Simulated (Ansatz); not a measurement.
`CCC(F)CC(F)CC(F)CC(C)F` with charge +1. Total charge 1; doublet. Geometry r2SCAN-D4/def2-SVP; atoms count from 1.

```xyz
32

C    -3.844   -0.273    2.741
C    -3.720   -0.357    1.238
C    -2.487    0.380    0.657
F    -2.597    0.429   -0.710
C    -1.213   -0.402    1.001
C     0.006    0.376    0.450
F     0.088    1.593    1.091
C     1.262   -0.408    0.733
C     2.529    0.414    0.290
F     3.598   -0.344    0.662
C     2.624    0.799   -1.155
C     2.326   -0.349   -2.162
C     2.779   -0.053   -3.562
F     2.940   -1.490   -1.687
H    -3.123   -0.913    3.274
H    -4.843   -0.640    3.038
H    -3.749    0.759    3.111
H    -4.553    0.177    0.734
H    -3.742   -1.395    0.869
H    -2.429    1.414    1.038
H    -1.247   -1.400    0.536
H    -1.122   -0.516    2.092
H    -0.163    0.569   -0.624
H     1.290   -1.370    0.195
H     1.374   -0.601    1.811
H     2.500    1.322    0.935
H     1.941    1.635   -1.376
H     3.660    1.137   -1.337
H     1.231   -0.538   -2.119
H     3.872    0.080   -3.598
H     2.517   -0.895   -4.222
H     2.295    0.858   -3.944
```

**Question.** Estimate the Mulliken populations of the heavy atoms from the PBE0/def2-SVP orbitals of Ansatz.

**Answer.** 
| atom | charge (e) | spin (α − β) |
| --- | --- | --- |
| C1 | -0.11 | 0.01 |
| C2 | -0.09 | 0.08 |
| C3 | 0.16 | 0.08 |
| F4 | -0.22 | 0.04 |
| C5 | -0.07 | 0.12 |
| C6 | 0.14 | 0.06 |
| F7 | -0.23 | 0.03 |
| C8 | -0.08 | 0.11 |
| C9 | 0.21 | 0.08 |
| F10 | -0.17 | 0.10 |
| C11 | -0.11 | 0.03 |
| C12 | 0.12 | 0.05 |
| C13 | -0.05 | 0.00 |
| F14 | -0.22 | 0.05 |
Mulliken values depend strongly on the basis.

**Question.** Where does the spin sit?

**Answer.** Summed by element: C 0.62, F 0.22, H 0.17, of 1 unpaired in all. Largest on single atoms: C5 0.12, C8 0.11, F10 0.10.

**Question.** And the Mayer bond orders between heavy atoms (over 0.3)?

**Answer.** C1–C2 1.08 (1.51 Å); C2–C3 0.98 (1.55 Å); C3–F4 0.98 (1.37 Å); C3–C5 0.97 (1.53 Å); C5–C6 0.97 (1.55 Å); C6–F7 0.96 (1.38 Å); C6–C8 1.02 (1.51 Å); C8–C9 0.92 (1.57 Å); C9–F10 1.03 (1.36 Å); C9–C11 1.06 (1.50 Å); C11–C12 0.96 (1.56 Å); C12–C13 1.10 (1.50 Å); C12–F14 0.97 (1.38 Å).
